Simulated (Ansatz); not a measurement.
# Equilibrium of CH3Br + AlH2Br ⇌ CH4 + AlHBr2 at process temperatures

Species: CH3Br `CBr`, singlet; AlH2Br `[AlH2][Br]`, singlet; CH4 (methane) `C`, singlet; AlHBr2 `[Br][AlH][Br]`, singlet. The partners trade Br for H: C–Br and Al–H bonds give way to C–H and Al–Br.

The electronic reaction energy at CCSD(T)/def2-TZVPP is -226.0 kJ/mol. Shapes: PBE0-D4/def2-TZVP. Programs: Ansatz 0.2.0. Enthalpy and entropy come from rigid-rotor, harmonic-oscillator sums on unscaled PBE0-D4/def2-TZVP wavenumbers, ideal gases at 1 bar. Symmetry numbers: CH3Br 3, AlH2Br 2, CH4 12, AlHBr2 2. R = 8.3145 J/(mol K).

```
T (K)  ΔH (kJ/mol)  ΔS (J/(mol K))
  700       -217.7           -12.4
 1000            ?               ?
 1300       -219.8           -14.6
```

Question: Work out ln K at 700 and 1300 K, and from these estimate it at 1000 K.

Answer: 
1. 700 K: ΔG = -217.7 − 700 × (-12.4)/1000 = -209.0 kJ/mol; ln K = −ΔG/RT = +35.91.
2. 1300 K: ΔG = -219.8 − 1300 × (-14.6)/1000 = -200.8 kJ/mol; ln K = −ΔG/RT = +18.58.
3. Slope against 1000/T: (+18.58 − (+35.91))/(0.7692 − 1.4286) = +26.28, that is −ΔH/R with ΔH near -219 kJ/mol.
4. 1000 K: ln K = +35.91 + (+26.28) × (1.0000 − 1.4286) = +24.65.

The full sums give ΔH = -218.8 kJ/mol, ΔS = -13.7 J/(mol K), ΔG = -205.1 kJ/mol and ln K = +24.67 at 1000 K, so the line is off by -0.02 in ln K; without rounding the miss is -0.02, from the change of ΔH with temperature. The products are favoured over this whole range. An error of 10 kJ/mol in the energy moves ln K by 1.2 at 1000 K. Soft modes are treated as harmonic, which can err either way at these temperatures; the lowest are those of AlHBr2 (106 cm⁻¹). Relativity is left out for Br. Outer-core shells of Br are correlated, in sets that cover them unevenly.
